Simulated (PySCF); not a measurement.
## Nd²⁺ (neodymium, charge +2) across methods

[Xe] 4f4, one real determinant. All numbers are calculated (PySCF 2.14, the spin-free X2C one-electron Hamiltonian (Gaussian nucleus), in cc-pVDZ-X2C (8s7p5d3f1g, 84 functions)).

```csv
method,E (hartree),mean ε 5p α (eV),mean ε 5p β (eV),mean ε 4f α (eV),Σ⟨r²⟩ (bohr²),⟨S²⟩
LDA,-9614.95,-35.486,-34.139,-15.601,41.83,6.002
BHandHLYP,-9622.60,-38.562,-37.015,-20.197,41.70,6.002
r2SCAN,-9622.69,-35.906,-34.382,-15.898,41.70,6.003
UHF,-9619.07217,-41.229,-39.185,-24.382,41.64,6.004
PBE,-9622.31,-35.309,-33.924,-15.548,41.88,6.002
M06,-9622.80,-36.895,-35.412,-17.818,41.83,6.003
TPSS,-9622.31,-35.487,-34.077,-15.519,41.86,6.002
```

(1) Estimate the same row for PBE0.

⟨L²⟩ = 34.00 against 42 for a pure I term, so this real determinant mixes terms. Spin-orbit coupling, absent here, splits the open shell strongly.

Answers

(1) E (hartree) = -9622.31; mean ε 5p α (eV) = -37.059; mean ε 5p β (eV) = -35.565; mean ε 4f α (eV) = -17.904; Σ⟨r²⟩ (bohr²) = 41.69; ⟨S²⟩ = 6.002.
